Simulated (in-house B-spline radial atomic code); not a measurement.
# The neon ion Ne⁴⁺: [He] 2s2 2p2

Level of theory: non-relativistic revTPSS, spin-polarised, spherical fractional occupations, point nucleus; calculated with a radial B-spline atomic code at the basis-set limit.

Screening seen three ways: the hydrogenic charge with the same mean radius, Z_r = [3n² - l(l+1)]/(2<r>), the one with the same energy, Z_e = n√(-2ε), and Slater's rules. Values are occupation-weighted means over spin.

```json
{"shell": "1s", "electrons": "2", "ε (eV)": "-956.24", "<r> (bohr)": "0.1574", "Z_r": "9.53", "Z_e": "8.38", "Slater": "9.70"}
{"shell": "2s", "electrons": "2", "ε (eV)": "-130.96", "<r> (bohr)": "0.7655", "Z_r": "7.84", "Z_e": "6.21", "Slater": "7.25"}
{"shell": "2p", "electrons": "2", "ε (eV)": "-112.06", "<r> (bohr)": "0.7022", "Z_r": "7.12", "Z_e": "5.74", "Slater": "7.25"}
```

The least bound orbital is 2p up at -112.1 eV, while the most diffuse is 2s down (<r> = 0.7732 bohr against 0.7022 bohr): energy order and size order differ.
